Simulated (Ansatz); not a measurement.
Stepwise reaction of `F[SiH](F)[SiH](Cl)Cl` with hydrogen, as a gas-phase model of exchange steps in deposition or etching. ΔE in kJ/mol; ΔG adds harmonic PBE0-D4 terms to CCSD(T)/CBS, at 1 bar.

Gas-phase electronic energies from Ansatz, PBE0-D4/def2-TZVP geometries. CCSD(T)/CBS adds triple-zeta CCSD(T) − MP2 to the extrapolated MP2 energy (def2 sets, frozen cores). This one scheme is used for every species. DFT in def2-TZVPP. B3LYP here is the variant with VWN-RPA as its local correlation; programs differ in this. Each species was taken in one conformer, which may not be the lowest.

| step | reaction | PBE-D4 | B3LYP-D4 | ωB97M-V | CCSD(T)/CBS | ΔG(400 K) |
| --- | --- | --- | --- | --- | --- | --- |
| 1 | `F[SiH](F)[SiH](Cl)Cl` + H₂ → `F[SiH](F)[SiH2]Cl` + HCl | 79.3 | 77.9 | 78.0 | 76.8 | 72.1 |

Task: Give the row of step 2, `F[SiH](F)[SiH2]Cl` + H₂ → `F[SiH](F)[SiH3]` + HCl. (An estimate is asked.)

Result: Ansatz gave: 
```json
{"step": "2", "reaction": "`F[SiH](F)[SiH2]Cl` + H₂ → `F[SiH](F)[SiH3]` + HCl", "PBE-D4": "66.7", "B3LYP-D4": "67.2", "ωB97M-V": "67.2", "CCSD(T)/CBS": "67.2", "ΔG(400 K)": "62.5"}
```

Task: By hand: ΔE of the 2 steps together at CCSD(T)/CBS.

Result: (76.8) + (67.2) = 144.0 kJ/mol, or 72.0 kJ/mol a step.

In ΔE each step is lower than the one before. All are uphill at CCSD(T)/CBS. ΔG lies between 62.5 and 72.1 kJ/mol a step. PBE-D4 differs from CCSD(T)/CBS by -0.5 to 2.5 kJ/mol a step. Only this route is followed, and other bonds may react first. Isolated molecules leave out the surface, adducts and barriers. Largest T1 diagnostic: 0.013.
